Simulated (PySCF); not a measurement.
**Radial density of Sb (antimony, neutral)**

UHF, [Kr] 4d10 5s2 5p2 6s1, high-spin 4P determinant (an excited configuration). Computed with PySCF 2.14 in aug-cc-pwCVTZ-PP with ECP28MDF (8s7p6d4f1g, 96 functions), with scalar relativity through the core potential. This is the valence pseudo-density: the core potential removes the inner electrons and smooths the orbitals near the nucleus.

```
r (bohr)  4πr²ρ (e/bohr)  4πr²(ρα − ρβ)
 0.00430       2.595e-05         0.0000
 0.00723       6.805e-05         0.0000
  0.0122       0.0001596         0.0000
  0.0204       0.0003116         0.0000
  0.0344       0.0005296         0.0000
  0.0578       0.0008701         0.0000
  0.0973        0.003363         0.0000
   0.164         0.03467         0.0001
   0.275          0.5504         0.0030
   0.463           8.235         0.0727
   0.779           24.66         0.0764
    1.31           8.924         0.1773
    2.20           2.484         0.9664
    3.71          0.5977         0.4348
    6.23          0.2523         0.2508
    10.5         0.01486         0.0149
```

Energies and moments cover only the electrons outside the core potential. The outer electron is Rydberg-like, and this basis confines it to a smaller radius and binds it less than a complete one would.
